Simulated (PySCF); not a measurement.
C₄H₆BF, SMILES C#CB(C)CF. Atoms are numbered in the order given.

```xyz
12

C      1.1333    -2.2049     0.0000
C      0.3881    -1.2403     0.0000
B     -0.5474    -0.0380     0.0000
C     -2.1035    -0.2410     0.0000
C      0.0265     1.4248     0.0000
F      1.3925     1.5426     0.0000
H      1.7985    -3.0501     0.0000
H     -2.3985    -0.8426     0.8768
H     -2.6859     0.6920     0.0000
H     -2.3985    -0.8426    -0.8768
H     -0.3886     1.9592    -0.8799
H     -0.3886     1.9592     0.8799
```

Coordinates come from a PBE0-D3(BJ)/def2-SVP optimisation. The structure was generated by enumeration, and PubChem lists no compound with its InChIKey, so it may never have been made. The values are those of a single conformer.

Level of theory: TDDFT-PBE/def2-SVPD (PySCF).

Vertical excitations. The molecule is in vacuum. State labels are in the subgroup Cs.

Computed lowest excited states:
| state | symmetry | energy (eV) | λ (nm) | f | main pairs |
|---|---|---|---|---|---|
| S1 | A" | 4.02 | 308 | 0.000 | HOMO→LUMO 100 % |
| S2 | A" | 4.85 | 256 | 0.001 | HOMO−2→LUMO 100 % |
| S3 | A' | 5.34 | 232 | 0.089 | HOMO−1→LUMO 56 %, HOMO−3→LUMO 36 % |
| S4 | A' | 5.55 | 223 | 0.035 | HOMO−3→LUMO 63 %, HOMO−1→LUMO 28 % |
| S5 | A" | 6.30 | 197 | 0.003 | HOMO−4→LUMO 99 % |
| S6 | A' | 6.49 | 191 | 0.019 | HOMO→LUMO+2 100 % |
| S7 | A" | 6.88 | 180 | 0.002 | HOMO−5→LUMO 99 % |
| S8 | A' | 6.98 | 178 | 0.191 | HOMO→LUMO+1 49 %, HOMO−2→LUMO+1 40 % |
| S9 | A" | 7.14 | 174 | 0.000 | HOMO−1→LUMO+1 98 % |
| S10 | A" | 7.21 | 172 | 0.006 | HOMO−1→LUMO+2 100 % |
| T1 | A" | 3.71 | 334 | 0 | HOMO→LUMO 99 % |
| T2 | A' | 4.04 | 307 | 0 | HOMO−1→LUMO 96 % |
| T3 | A" | 4.54 | 273 | 0 | HOMO−2→LUMO 99 % |
| T4 | A' | 5.17 | 240 | 0 | HOMO−3→LUMO 99 % |
Triplets are in the Tamm–Dancoff approximation, which puts them higher than full response would, so one can lie above its singlet here.
